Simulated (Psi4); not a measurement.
F$_{3}$In (SMILES [F][In]([F])[F]), singlet, geometry from GFN2-xTB (such geometries of metal compounds can be far from the true shape) (core potentials on In); WB97X-V/def2-SVPD (Psi4).

Here is a job for Psi4.
```
memory 2 GB

molecule {
0 1
In    0.00000000    0.00000000    0.00000000
F    -1.67769182   -1.02031088    0.03026648
F     0.01519865    1.84496979   -0.67264826
F     1.66249317   -0.82465891    0.64238177
}

set {
  basis def2-svpd
}

energy('wb97x-v')
print_variables()
```

The log (banner, timings and long lists left out):

```
   => Loading Basis Set <=

    Name: DEF2-SVPD
    Role: ORBITAL
    Keyword: BASIS

    !!!  WARNING: ECP capability is in beta. Please check occupations closely.  !!!

         ---------------------------------------------------------
                                   SCF
               by Justin Turney, Rob Parrish, Andy Simmonett
                          and Daniel G. A. Smith
                              RKS Reference
         ---------------------------------------------------------

  ==> Geometry <==

    Molecular point group: c1
    Full point group: C1

    Geometry (in Angstrom), charge = 0, multiplicity = 1:

       Center              X                  Y                   Z               Mass
    ------------   -----------------  -----------------  -----------------  -----------------
         IN           0.000000000000     0.000000000000     0.000000001105   114.903878776000
         F           -1.677691820000    -1.020310880000     0.030266481105    18.998403162730
         F            0.015198650000     1.844969790000    -0.672648258895    18.998403162730
         F            1.662493170000    -0.824658910000     0.642381771105    18.998403162730

  Running in c1 symmetry.

  Rotational constants: A =      0.15339  B =      0.15339  C =      0.07669 [cm^-1]
  Rotational constants: A =   4598.37327  B =   4598.37326  C =   2299.18663 [MHz]
  Nuclear repulsion =  190.589993816133273

  Charge       = 0
  Multiplicity = 1
  Electrons    = 48
  Nalpha       = 24
  Nbeta        = 24

  ==> Algorithm <==

  SCF Algorithm Type is DF.
  DIIS enabled.
  MOM disabled.
  Fractional occupation disabled.
  Guess Type is SAD.
  Energy threshold   = 1.00e-06
  Density threshold  = 1.00e-06
  Integral threshold = 1.00e-12

  ==> Primary Basis <==

  Basis Set: DEF2-SVPD
    Blend: DEF2-SVPD
    Number of shells: 39
    Number of basis functions: 101
    Number of Cartesian functions: 110
    Spherical Harmonics?: true
    Max angular momentum: 2

  Core potential: DEF2-SVPD
    Number of shells: 4
    Number of ECP primitives: 18
    Number of ECP core electrons: 28
    Max angular momentum: 3

  ==> DFT Potential <==

   => LibXC <=

    Version 7.1.2
    S. Lehtola, C. Steigemann, M. J. T. Oliveira, and M. A. L. Marques,  SoftwareX 7, 1–5 (2018) (10.1016/j.softx.2017.11.002)

   => Composite Functional: WB97X-V <=

    wB97X-V Hyb-GGA Exchange-Correlation Functional

    N. Mardirossian and M. Head-Gordon,  Phys. Chem. Chem. Phys. 16, 9904–9924 (2014) (10.1039/C3CP54374A)

    Deriv               =              1
    GGA                 =           TRUE
    Meta                =          FALSE

    Exchange Hybrid     =           TRUE
    MP2 Hybrid          =          FALSE

   => Exchange-Correlation Functionals <=

    1.0000   wB97X-V range-separated functional

   => Exact (HF) Exchange <=

    0.8330            HF,LR [omega = 0.3000]
    0.1670               HF

   => LibXC Density Thresholds  <==

    XC_HYB_GGA_XC_WB97X_V:  1.00E-14

   => VV10 Non-Local Parameters <=

    VV10 B              =     6.0000E+00
    VV10 C              =     1.0000E-02

   => Molecular Quadrature <=

    Radial Scheme          =       TREUTLER
    Pruning Scheme         =           NONE
    Nuclear Scheme         =       TREUTLER

    Blocking Scheme        =         OCTREE
    BS radius alpha        =              1
    Pruning alpha          =              1
    Radial Points          =             75
    Spherical Points       =            302
    Total Points           =          88156
    Total Blocks           =            717
    Max Points             =            256
    Max Functions          =             99
    Weights Tolerance      =       1.00E-15

   => Loading Basis Set <=

    Name: (DEF2-SVPD AUX)
    Role: JKFIT
    Keyword: DF_BASIS_SCF

  ==> Integral Setup <==

  SCF_SUBTYPE=INCORE selected. In-core MEM_DF algorithm will be used.
  Using in-core AOs.

  ==> MemDFJK: Density-Fitted J/K Matrices <==

    J tasked:                   Yes
    K tasked:                   Yes
    wK tasked:                  Yes
    Omega:                3.000E-01
    Algorithm:                 Core
    Schwarz Cutoff:           1E-12
    Mask sparsity (%):       1.2744
    Fitting Condition:        1E-10

   => Auxiliary Basis Set <=

  Basis Set: (DEF2-SVPD AUX)
    Blend: DEF2-UNIVERSAL-JKFIT
    Number of shells: 121
    Number of basis functions: 449
    Number of Cartesian functions: 588
    Spherical Harmonics?: true
    Max angular momentum: 5

  Minimum eigenvalue in the overlap matrix is 2.0810600111E-03.
  Reciprocal condition number of the overlap matrix is 3.7699301486E-04.
    Using symmetric orthogonalization.

  ==> Pre-Iterations <==

  SCF Guess: Superposition of Atomic Densities via on-the-fly atomic UHF (no occupation information).

   -------------------------
    Irrep   Nso     Nmo
   -------------------------
     A        101     101
   -------------------------
    Total     101     101
   -------------------------

  ==> Iterations <==

                           Total Energy        Delta E     RMS |[F,P]|

   @DF-RKS iter SAD:  -487.53100966049902   -4.87531e+02   0.00000e+00
   @DF-RKS iter   1:  -489.14507871070413   -1.61407e+00   8.20315e-03 DIIS/ADIIS
   @DF-RKS iter   2:  -489.00164136929379    1.43437e-01   1.11333e-02 DIIS/ADIIS
   @DF-RKS iter   3:  -489.39654207854358   -3.94901e-01   4.98934e-04 DIIS/ADIIS
   @DF-RKS iter   4:  -489.39729440334656   -7.52325e-04   1.76662e-04 DIIS/ADIIS
   @DF-RKS iter   5:  -489.39743993374083   -1.45530e-04   3.21283e-05 DIIS
   @DF-RKS iter   6:  -489.39744596168606   -6.02795e-06   2.42287e-05 DIIS
   @DF-RKS iter   7:  -489.39744827232579   -2.31064e-06   4.28346e-06 DIIS
   @DF-RKS iter   8:  -489.39744843250543   -1.60180e-07   4.35800e-07 DIIS
  Energy and wave function converged.

  ==> Post-Iterations <==

   Electrons on quadrature grid:
      Ntotal   =   47.9999582400 ; deviation = -4.176e-05

    Orbital Energies [Eh]
    ---------------------

    Doubly Occupied:

[...]
    Virtual:

[...]
    Final Occupation by Irrep:
              A
    DOCC [    24 ]
    NA   [    24 ]
    NB   [    24 ]

  @DF-RKS Final Energy:  -489.39744843250543

   => Energetics <=

    Nuclear Repulsion Energy =            190.5899938161332727
    One-Electron Energy =               -1132.6071247243232847
    Two-Electron Energy =                 486.5119954139602214
    DFT Exchange-Correlation Energy =     -34.0871628323064897
    Empirical Dispersion Energy =           0.0000000000000000
    VV10 Nonlocal Energy =                  0.1948498940308254
    Total Energy =                       -489.3974484325054277

Computation Completed

Properties will be evaluated at   0.000000,   0.000000,   0.000000 [a0]

Properties computed using the SCF density matrix

 Multipole Moments:

 ------------------------------------------------------------------------------------
     Multipole            Electronic (a.u.)      Nuclear  (a.u.)        Total (a.u.)
 ------------------------------------------------------------------------------------

 L = 1.  Multiply by 2.5417464519 to convert [e a0] to [Debye]
 Dipole X            :          0.0000240            0.0000000            0.0000240
 Dipole Y            :         -0.0000326           -0.0000000           -0.0000326
 Dipole Z            :          0.0000176           -0.0000001            0.0000175
 Magnitude           :                                                    0.0000441

 ------------------------------------------------------------------------------------

  Variable Map:
  ----------------------------------------------------------------------------
[...]
  Array Variable Map:
  ----------------------------------------------------------------------------
[...]
[...]
```
